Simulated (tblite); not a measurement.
Problem. Give a GFN2-xTB geometry of `C=C(C)O[SiH2]CCl`.

Solution. 
```xyz
16
C4H9ClOSi angstrom
C     -1.578   -1.548   -0.341
C     -1.306   -0.270   -0.129
C     -2.340    0.803    0.027
O     -0.043    0.219   -0.030
Si     1.419   -0.474   -0.133
C      2.558    1.015    0.181
Cl     4.242    0.459    0.043
H     -2.591   -1.895   -0.411
H     -0.794   -2.274   -0.451
H     -2.228    1.539   -0.768
H     -3.340    0.383   -0.011
H     -2.197    1.315    0.977
H      1.676   -1.027   -1.462
H      1.626   -1.484    0.904
H      2.435    1.815   -0.544
H      2.453    1.435    1.178
```

Any rigid rotation of these coordinates is as good. Atoms count from 1 in this order. The C–C distances run from 1.323 Å (C1=C2, drawn double) to 1.498 Å (C2–C3, drawn single), a spread of 0.175 Å. The 7 heavy atoms lie in one plane (0.019 Å rms). Si5 (oxygen-bound silicon) is distorted tetrahedral (angles from 101.2° to 112.3°). Of the pairs four or more bonds apart, Si5···H9 is among the closest relative to their van der Waals radii: 2.87 Å, 87 % of the sum of Bondi's values.

Bonds between heavy atoms (Å): C1=C2 1.323, C2–C3 1.498, C2–O4 1.358, O4–Si5 1.621, Si5–C6 1.902, C6–Cl7 1.778.

Structure optimised with GFN2-xTB, isolated species.

Point group: near Cs, missed by 0.16 Å at most; the miss may be what the optimiser left on a soft mode. Its GFN2-xTB frequencies are all real (lowest 42 cm⁻¹). The numbers are those of one conformer (C1–C2–O4–Si5 1°, C2–O4–Si5–C6 -179°, O4–Si5–C6–Cl7 -178°).

These are computed values.
